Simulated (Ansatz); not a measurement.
Geometry optimisation, RKS PBE-D4/def2-SVP (Ansatz).

The input (input.yaml):

```yaml
crystal:
  periodic: [false, false, false]
  atoms:
    - { symbol: Zr, position_ang: [0.0, 0.0, 0.0] }
    - { symbol: O, position_ang: [0.0, 0.0, 2.07] }
    - { symbol: H, position_ang: [-0.9095, -0.2814, 2.4071] }
    - { symbol: F, position_ang: [1.8671, 0.0, -0.6593] }
    - { symbol: F, position_ang: [-0.9326, 1.6157, -0.6593] }
    - { symbol: F, position_ang: [-0.9326, -1.6157, -0.6593] }
basis:
  gaussian: { orbitals: def2-SVP }
hamiltonian:
  xc: pbe
  dispersion: d4
relax:
  f_tol: 0.02
  max_steps: 40
```

Run as:

```bash
$ ansatz run input.yaml --threads 1 --pin off --max-ram 2048MiB --backend cpu --events-out ev --progress --plain --runs-dir out
```

Task: Where does it end, and by what steps?

Result: The run converged. After 8 steps the energy has fallen by 0.509 eV; H3 moved furthest, 0.59 Å.

```tsv
step	energy less start (eV)	largest force component (eV/Å)	accepted
0	0.0000	2.020	yes
1	-0.3577	1.087	yes
2	-0.4049	0.441	yes
3	-0.4358	0.390	yes
4	-0.4525	1.201	yes
5	-0.4778	0.295	yes
6	-0.5074	0.263	yes
7	-0.5093	0.049	yes
8	-0.5094	0.006	yes
```

```xyz
6
Properties=species:S:1:pos:R:3
Zr -0.084 -0.026 -0.053
O -0.353 -0.107 1.839
H -0.490 -0.151 2.795
F 1.794 0.000 -0.441
F -0.896 1.563 -0.755
F -0.879 -1.560 -0.886
```

Whether the end is a true minimum wasn't checked by a vibrational analysis.

The run took 31 s on 1 thread of Arm Neoverse V1, with other jobs on the host, peak memory 0.13 GiB.
